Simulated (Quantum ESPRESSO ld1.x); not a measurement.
Problem. The mean radii <r> (bohr) of the occupied orbitals of an atom or ion are listed with their occupations. Calculated with ld1.x of Quantum ESPRESSO 7.5: Dirac Kohn-Sham, PBE, spin-unpolarised, spherical densities, point nucleus.

| orbital | occ. | <r> |
|---|---|---|
| 1s1/2 | 2 | 0.04410 |
| 2s1/2 | 2 | 0.1946 |
| 2p1/2 | 2 | 0.1676 |
| 2p3/2 | 4 | 0.1713 |
| 3s1/2 | 2 | 0.5115 |
| 3p1/2 | 2 | 0.5012 |
| 3p3/2 | 4 | 0.5077 |
| 4s1/2 | 1 | 1.047 |

Name the element and its charge. Open shells, if any, fill j = l - 1/2 first.

Solution. Z = 34, selenium, charge +15: Se15+ in [Ar] 4s1. The 1s radius gives Z: for a bare nucleus <r> = (2 gamma + 1)/(2Z) with gamma = sqrt(1 - (Z/c)^2), 0.0432 bohr for Z = 34, and screening makes it slightly larger (0.04410 here). The occupations add up to 19, and the charge is Z minus that.
